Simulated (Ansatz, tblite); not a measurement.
Removing and adding an electron: the cluster Mg4H3. Charge 0, multiplicity 2. Geometry: r2SCAN-D4/def2-TZVP. Ansatz, gas phase; energy differences of separate SCF runs; the oxidised species is a singlet (the triplet lies 0.60 eV higher at PBE0-D4/def2-TZVP); the reduced species is a singlet (the triplet lies 0.52 eV higher at PBE0-D4/def2-TZVPD).

Cartesian coordinates in Å:
```
Mg -1.247 0.579 1.153
Mg 1.147 -0.111 -1.376
Mg -0.758 -2.215 -0.113
Mg 1.462 -0.851 1.616
H -2.427 1.584 1.889
H -0.187 0.707 -0.370
H 2.010 0.307 -2.798
```

The xTB rows come from tblite. The structure comes from a short search, and lower isomers may exist.

```tsv
level	−HOMO (eV)	vertical IE (eV)	−LUMO (eV)	vertical EA (eV)	HOMO–LUMO gap (eV)	IE − EA (eV)	remarks
GFN1-xTB	–	10.93	–	5.81	–	5.12	–
PBE-D4/def2-TZVPD	4.19	–	3.47	1.68	0.72	–	HOMO above zero (-1 singlet)
r2SCAN-D4/def2-TZVP	4.45	6.44	3.21	–	1.24	–	–
r2SCAN-D4/def2-TZVPD	4.45	–	3.19	1.58	1.26	–	HOMO above zero (-1 singlet)
```

Question: Estimate the rows for GFN2-xTB, PBE-D4/def2-TZVP, PBE0-D4/def2-TZVP, PBE0-D4/def2-TZVPD.

Answer: 
```csv
level,−HOMO (eV),vertical IE (eV),−LUMO (eV),vertical EA (eV),HOMO–LUMO gap (eV),IE − EA (eV)
GFN2-xTB,–,8.89,–,4.54,–,4.35
PBE-D4/def2-TZVP,4.19,6.29,3.48,–,0.71,–
PBE0-D4/def2-TZVP,4.92,6.39,2.88,–,2.04,–
PBE0-D4/def2-TZVPD,4.92,–,2.86,1.66,2.05,–
```

   A HOMO above zero means that the electron is unbound at that level or that self-interaction error raises the level; the energy of removing that electron tells which. HOMO and LUMO are the levels of the spin that leaves or enters (xTB has no such levels and no spin-polarisation term). Other spin states of the ions may lie lower, which would lower the ionisation energy or raise the affinity. Raw xTB energy differences between charge states are shifted by several eV; the methods need an empirical correction for them.
